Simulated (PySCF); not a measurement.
# OsH₂ at several levels of theory

All levels use the PBE0 minimum (triplet; Os–H 1.581 Å (×2); H–Os–H 86.3°), basis [Os def2-TZVP with ECP60, H def2-TZVP], scalar-relativistic core potentials, density fitting, no spin–orbit coupling, PySCF. For vertical energies the ionised species is a quartet (spins chosen at PBE0 and kept) and the electron-attached one a doublet. Atomisation goes to high-spin ground-configuration atoms, without zero-point energy. Open shells are unrestricted, also as the reference of the correlated levels. A dash marks a value that was not computed or is not defined at that level.

```xyz
3
charge 0 multiplicity 3, angstrom
Os    0.0000    0.0000   -0.0120
H     1.0812    0.0000    1.1419
H    -1.0812    0.0000    1.1419
```

```
 level  atomisation (kJ/mol)  vertical IP (eV)  vertical EA (eV)  −ε(HOMO) (eV)  dipole (D)
  PBE0                   554              8.04              0.40           5.59        2.21
    HF                     ?                 ?                 ?              ?           ?
   MP2                   478              7.75              0.00              –           –
   PBE                   585              8.20              0.64           4.28        1.83
 B3LYP                   559              8.26              0.61           5.45        2.08
r2SCAN                     ?                 ?                 ?              ?           ?
 TPSSh                   596              8.12              0.41           4.94        2.17
  MN15                   572              8.18              0.63           6.33        2.32
 M06-L                   534              8.60              0.17           4.50        2.08
```

(1) Fill in the row of r2SCAN.

(2) Fill in the row of HF.

## Answers

(1) atomisation (kJ/mol) 571, vertical IP (eV) 8.04, vertical EA (eV) 0.43, −ε(HOMO) (eV) 4.49, dipole (D) 2.02.

(2) atomisation (kJ/mol) 267, vertical IP (eV) 6.56, vertical EA (eV) -0.33, −ε(HOMO) (eV) 8.85, dipole (D) 3.33.

Spin contamination in at least one species weakens the values at: HF, MP2.

Without diffuse functions attachment energies tend to come out too low.

Other spin states or occupations of the open shell can lie lower. Spin–orbit coupling, left out here, can matter for elements this heavy.
